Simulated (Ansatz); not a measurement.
`BC(=C)S` + H₂ → `BC=C` + H₂S at 600 K and 1 bar (hydrogenolysis of a C–S bond).

Isolated molecules relaxed with PBE0-D4/def2-TZVP in Ansatz; ΔE leaves out vibrations. CCSD(T)/CBS adds triple-zeta CCSD(T) − MP2 to the extrapolated MP2 energy (def2 sets, frozen cores). This one scheme is used for every species. One conformer a species, not always the lowest.

```json
{"species": "`BC(=C)S`", "CCSD(T)/CBS energy (Eh)": "-501.63858", "H − E (kJ/mol)": "214.8", "S (J/(mol·K))": "382.6"}
{"species": "H₂", "CCSD(T)/CBS energy (Eh)": "-1.17544", "H − E (kJ/mol)": "43.9", "S (J/(mol·K))": "150.8"}
{"species": "`BC=C`", "CCSD(T)/CBS energy (Eh)": "-103.86193", "H − E (kJ/mol)": "203.8", "S (J/(mol·K))": "322.8"}
{"species": "H₂S", "CCSD(T)/CBS energy (Eh)": "-398.97279", "H − E (kJ/mol)": "60.8", "S (J/(mol·K))": "230.9"}
```

H − E and S are ideal-gas, rigid-rotor, harmonic terms from PBE0-D4/def2-TZVP, for one conformer and one mirror image of each species. The MP2-based limit puts H₂ 0.8 mEh under its directly extrapolated value; such offsets cancel only in part. 1 Eh = 2625.50 kJ/mol, R = 8.31446 J/(mol·K).

Question: By hand: ΔE, ΔH, ΔS and ΔG.

Answer: ΔE = (-103.86193) + (-398.97279) − (-501.63858) − (-1.17544) = -0.02070 Eh = -54.3 kJ/mol. Δ(H − E) = 203.8 + 60.8 − 214.8 − 43.9 = 5.9, so ΔH = -48.4 kJ/mol. ΔS = 322.8 + 230.9 − 382.6 − 150.8 = 20.3 J/(mol·K). ΔG = -48.4 − 600 × (20.3)/1000 = -60.6 kJ/mol.

Question: By hand: the equilibrium constant, and the temperature at which ΔG would vanish if ΔH and ΔS stayed fixed.

Answer: log₁₀ K = −ΔG/(RT ln 10) = 5.3. ΔH and −TΔS have one sign here, so there is no such temperature.

ΔH outweighs TΔS. A doubt of 5 kJ/mol in ΔE shifts log₁₀ K by 0.4 here. Other conformers and mirror images would add mixing entropy, several J/(mol·K) or more a flexible species. These are equilibria of isolated gas molecules and say nothing of rates. Largest T1 diagnostic: 0.012 (customary marks: 0.02 for closed shells, 0.045 for open ones).
